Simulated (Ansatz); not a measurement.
Problem. Name a neutral molecule of C, O, S, Si and H with HOMO–LUMO gap (ωB97M-V/def2-TZVPP) between 9.70 and 10.00 eV and HOMO–LUMO gap (PBE/def2-TZVPP) between 4.25 and 4.55 eV (Ansatz, PBE0-D4/def2-TZVP geometry).

Solution. `O[Si]1(S)C[SiH2]1` (9.97 eV, 4.36 eV). Other molecules can fit too; these were computed, each in one conformer that needn't be the lowest.
